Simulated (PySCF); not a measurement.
CH9NSi2, SMILES C[Si@@H](N)[SiH3].

Geometry optimised at PBE0-D3(BJ)/def2-SVP. The structure was generated by enumeration; whether it is a known compound was not checked. One conformer was computed; it need not be the lowest.

Two levels are set side by side: PBE/def2-TZVP (PySCF) and ωB97X/def2-TZVP (PySCF). Same geometry, gas phase. Differences are taken from unrounded values.

```
quantity                     ωB97X
---------------------------  -----
orbital gap (eV)             11.32
highest occupied level (eV)  -9.19
lowest empty level (eV)       2.13
dipole moment (D)             0.98
mean polarisability (bohr³)   76.8
```

Question: What does PBE give, and how far is it from ωB97X? (Estimate from the structure and the level; the computed values follow.)

Answer: 
| quantity | PBE | PBE minus ωB97X |
|---|---|---|
| orbital gap (eV) | 4.97 | -6.35 |
| highest occupied level (eV) | -5.65 | 3.54 |
| lowest empty level (eV) | -0.68 | -2.81 |
| dipole moment (D) | 1.14 | 0.16 |
| mean polarisability (bohr³) | 81.4 | 4.6 |

Without exact exchange PBE keeps part of each electron's self-repulsion, which lifts occupied levels and narrows the gap. Loosely held outer electrons make PBE densities more polarisable. Differences between two approximate levels are no errors against the true value.

Rough cost on one machine, each run with all the roots and properties that it gave: ωB97X against PBE about 2 times.
